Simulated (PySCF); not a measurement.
**Working out the electron affinity of Ge**

Ge⁻ [Ar] 3d10 4s2 4p3 (4S) → Ge [Ar] 3d10 4s2 4p2 (3P). All numbers are calculated (PySCF 2.14, a scalar-relativistic core potential, in aug-cc-pwCVTZ-PP with ECP10MDF (8s7p6d4f1g, 96 functions)). Frozen: 3s2 3p6 3d10. Energies in hartree (1 hartree = 27.21139 eV):

```json
{"part": "UHF", "Ge⁻ (lower)": "-293.383646", "Ge (upper)": "-293.353046"}
{"part": "CCSD correlation", "Ge⁻ (lower)": "-0.082185", "Ge (upper)": "-0.066055"}
{"part": "(T)", "Ge⁻ (lower)": "-0.003770", "Ge (upper)": "-0.001963"}
```

What does Hartree-Fock give?

(-293.353046) − (-293.383646) = 0.030600 hartree = 0.833 eV.

What do CCSD and CCSD(T) give?

The CCSD correlation energies differ by 0.016130 hartree = 0.439 eV and the triples by 0.001807 hartree = 0.049 eV, so CCSD gives 1.272 eV and CCSD(T) 1.321 eV.

Reference: 1.233 eV (measured; photodetachment measurements, as compiled on the Wikipedia data page of electron affinities), between the lowest levels; spin-orbit coupling is absent from the calculation.

What remains against the reference includes basis incompleteness, the frozen core and higher excitations.
